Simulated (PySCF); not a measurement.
H3B3Cl2N3 (SMILES ClB1N[B]NB(Cl)N1), doublet, at a GFN2-xTB geometry. Base run: DF-SCAN/def2-SV(P) (PySCF).

The PySCF input:
```python
from pyscf import gto, scf, dft

mol = gto.Mole()
mol.atom = '''
    Cl   -2.712040    0.848324    0.367754
    B    -1.236497    0.007581    0.008625
    N    -1.254505   -1.298651   -0.539166
    B    -0.062099   -2.006280   -0.841216
    N     1.172253   -1.358720   -0.575048
    B     1.235073   -0.053597   -0.027919
    Cl    2.760363    0.712867    0.286840
    N     0.019134    0.618165    0.259191
    H    -2.153273   -1.724722   -0.713914
    H     2.043289   -1.828598   -0.775964
    H     0.047945    1.549004    0.649484
'''
mol.basis = 'def2-sv(p)'
mol.charge = 0
mol.spin = 1
mol.verbose = 3
mol.build()

mf = dft.UKS(mol)
mf.xc = 'scan'
mf = mf.density_fit(auxbasis='def2-universal-jkfit')
mf.kernel()
```

Variants of this job, named by their change:

| change | ΔE vs base (mEh) | grid points | electrons on the grid |
|---|---|---|---|
| base | 0.000 | 151032 | 73.00003 |
| grids.atom_grid = (30, 110) | 12.641 | 26952 | 72.99987 |
| grids.level = 2 | -7.934 | 106208 | 73.00003 |
| grids.atom_grid = (50, 194) | -39.957 | 71352 | 72.99995 |
| grids.radi_method = gauss_chebyshev | -20.663 | 147248 | 73.00003 |
| grids.prune = off | -0.001 | 250640 | 73.00003 |
| grids.becke_scheme = stratmann | 0.009 | 151032 | 73.00003 |
| grids.level = 4 | -8.595 | 272448 | 73.00000 |
| grids.prune = dft.gen_grid.sg1_prune | 0.169 | 63976 | 72.99976 |
| grids.atom_grid = (150, 974) | -6.862 | 859872 | 73.00000 |
| small_rho_cutoff = 0 | 0.000 | 151032 | 73.00003 |

Open shells are given as the SCF converged; they aren't shown to be the lowest states, and a large step between rows can be another state.
